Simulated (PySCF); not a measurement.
Potential energy of KTl along the bond

Set-up: basis K def2-SVP, Tl def2-SVP with ECP60; scalar-relativistic core potentials; PySCF 2.14. Energies in eV from K + Tl in their ground configurations at the same level. State: ¹Σ⁺ (singlet), closed shell.

Curves on a restricted Hartree–Fock reference rise too fast on stretching and do not dissociate correctly.

```csv
R (Å),B2PLYP,r²SCAN,RHF-SCS-MP2
3.254,-0.3118,-0.2386,-0.0756
3.406,-0.4256,-0.3564,-0.2050
3.557,-0.4891,-0.4242,-0.2818
3.671,-0.5119,-0.4503,-0.3129
3.784,-0.5184,-0.4600,-0.3263
3.897,-0.5120,-0.4567,-0.3254
4.049,-0.4880,-0.4368,-0.3068
4.238,-0.4403,-0.3937,-0.2629
4.465,-0.3667,-0.3251,-0.1905
4.768,-0.2554,-0.2188,-0.0766
```

Question: Put a parabola through the three lowest points of the B2PLYP curve and estimate Re, k and ωe (reduced mass 32.74 u; 1 eV/Å² = 0.16022 mdyn/Å; ωe = 1302.8·√(k/μ) cm⁻¹).

Answer: Through R = 3.671, 3.784, 3.897 Å the second-order coefficient is 0.505 eV/Å², so Re ≈ 3.784 Å, k ≈ 0.162 mdyn/Å and ωe ≈ 92 cm⁻¹. A polynomial fit of higher order to the unrounded B2PLYP energies gives Re = 3.780 Å, k = 0.161 mdyn/Å, ωe = 91.5 cm⁻¹; anharmonicity and rounding make the difference.

The higher-order fit for each curve: B2PLYP: Re = 3.780 Å, ωe = 91.5 cm⁻¹, De = 0.52 eV; r²SCAN: Re = 3.808 Å, ωe = 89.1 cm⁻¹, De = 0.460 eV; RHF-SCS-MP2: Re = 3.832 Å, ωe = 91.6 cm⁻¹, De = 0.328 eV.

Correlated steps freeze 9 core orbitals. Closed-shell solutions of metal pairs were not tested for spin polarisation, which can lower them a little. Correlated levels converge slowly with the basis: in double zeta they bind strong bonds too weakly, by up to about 1 eV, and carry superposition errors of some tenths. These are scalar-relativistic numbers at best; spin–orbit coupling would shift them, the dissociation energy most. Where the molecule has an RHF reference, its open-shell atoms are computed with UHF. B2PLYP dipoles, levels and charges come from its SCF part alone.
